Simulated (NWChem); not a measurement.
1,2,4-triazole (C2H3N3); SMILES c1nc[nH]n1

```xyz
8

C      1.1090     0.1062     0.0000
N      0.2786     1.1775     0.0000
C     -0.9117     0.6217     0.0000
N     -0.7836    -0.7193     0.0000
N      0.5050    -1.0670     0.0000
H      2.1954     0.1901     0.0000
H     -1.8740     1.1335     0.0000
H     -1.5049    -1.4305     0.0000
```
Atoms are numbered in this order, from 1.

Computed with NWChem. The geometry was optimised at PBE0/def2-SVP. Vertical excitations in the gas phase.

Problem. Predict the results for B3LYP/aug-cc-pVDZ, TDA. Quantities: lowest excitation, singlet (eV); lowest state with f > 0.02, singlet (eV); orbital gap (eV).

Solution. 
```json
{
  "lowest excitation, singlet (eV)": "6.26",
  "lowest state with f > 0.02, singlet (eV)": "6.69",
  "orbital gap (eV)": "7.16"
}
```
